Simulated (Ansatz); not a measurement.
The pair A = N2 (SMILES N#N) (first 2 atoms), B = CH6Si (SMILES C[SiH3]); geometry from B3LYP-D3(BJ)/def2-TZVP.
(charge 0, multiplicity 1):
```json
[
 {"atom": "N", "x (Å)": "1.2001", "y (Å)": "-0.0434", "z (Å)": "0.9390"},
 {"atom": "N", "x (Å)": "0.8204", "y (Å)": "0.0548", "z (Å)": "-0.0787"},
 {"atom": "C", "x (Å)": "0.8625", "y (Å)": "-0.2080", "z (Å)": "4.6939"},
 {"atom": "Si", "x (Å)": "-0.8083", "y (Å)": "0.1100", "z (Å)": "3.9047"},
 {"atom": "H", "x (Å)": "1.6409", "y (Å)": "-0.2810", "z (Å)": "3.9331"},
 {"atom": "H", "x (Å)": "0.8526", "y (Å)": "-1.1403", "z (Å)": "5.2614"},
 {"atom": "H", "x (Å)": "1.1291", "y (Å)": "0.6003", "z (Å)": "5.3773"},
 {"atom": "H", "x (Å)": "-0.7932", "y (Å)": "1.3773", "z (Å)": "3.1340"},
 {"atom": "H", "x (Å)": "-1.8657", "y (Å)": "0.2100", "z (Å)": "4.9406"},
 {"atom": "H", "x (Å)": "-1.1702", "y (Å)": "-0.9901", "z (Å)": "2.9779"}
]
```

Cores are frozen in the correlated methods. MP2 and its Hartree–Fock in aug-cc-pV(T+d)Z are density fitted.

Codes used: Ansatz (a first-principles code). 

The counterpoise-corrected interaction energy is E(AB) − E(A in the pair's basis) − E(B in the pair's basis). Total energies (hartree):

| level | AB | A in the pair's basis | B in the pair's basis |
|---|---|---|---|
| HF/aug-cc-pV(D+d)Z | -439.2617472 | -108.9616097 | -330.3010512 |
| MP2/aug-cc-pV(D+d)Z | -439.8499123 | -109.2772775 | -330.5714434 |
| HF/aug-cc-pV(T+d)Z | -439.3114366 | -108.9859997 | -330.3263477 |
| MP2/aug-cc-pV(T+d)Z | -440.0150685 | -109.3638478 | -330.6498252 |
| CCSD(T)/aug-cc-pV(D+d)Z | -439.9179820 | -109.2936385 | -330.6233397 |

Task: Work out the counterpoise-corrected interaction energy at the basis-set limit: extrapolate the MP2 correlation part as X⁻³, take Hartree–Fock from the larger set, and add the CCSD(T) − MP2 difference of aug-cc-pV(D+d)Z.

Result: 
1. Differences (1 hartree = 627.509 kcal/mol): HF/aug-cc-pV(D+d)Z 0.573; MP2/aug-cc-pV(D+d)Z -0.748; HF/aug-cc-pV(T+d)Z 0.572; MP2/aug-cc-pV(T+d)Z -0.876; CCSD(T)/aug-cc-pV(D+d)Z -0.630.
2. Correlation parts, MP2 less HF: -1.321 in aug-cc-pV(D+d)Z (X = 2), -1.447 in aug-cc-pV(T+d)Z (X = 3).
3. Limit (3³·(-1.447) − 2³·(-1.321))/(3³ − 2³) = -1.500; with HF/aug-cc-pV(T+d)Z it gives -0.929.
4. CCSD(T) less MP2 in aug-cc-pV(D+d)Z: 0.118.
Result: -0.81 kcal/mol, against -0.75 at MP2/aug-cc-pV(D+d)Z. It is an estimate of this method's limit, not of the exact value.
